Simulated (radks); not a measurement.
Task: These are the eigenvalues of the occupied orbitals of an atom or ion with whole-number occupations (Ry). Method: scalar-relativistic Kohn-Sham, r2SCAN, spin-unpolarised, spherical densities, finite nucleus; meta-GGA in the generalised Kohn-Sham scheme; Fermi nuclear charge, rms radius of each element as measured or else 0.836 A^(1/3) + 0.57 fm; computed with a radial shooting solver on a logarithmic mesh with Libxc functionals.

orbital  eigenvalue
1s        -435.4476
2s        -51.22322
2p        -43.20103
3s         -7.18949
3p         -4.99239
3d         -1.65980

Which element is it, and in what charge state? The configuration may be excited.

Result: Z = 24, chromium, charge +2: Cr2+ in [Ar] 3d4. The list shows which subshells hold electrons but not how many an open one holds; the 1s level, -217.72 hartree, gives Z - s = 20.9 by -(Z - s)^2/2, which with screening and relativity narrows Z to a few neighbours, and the depths of the outer levels then fix element, charge and occupations together.
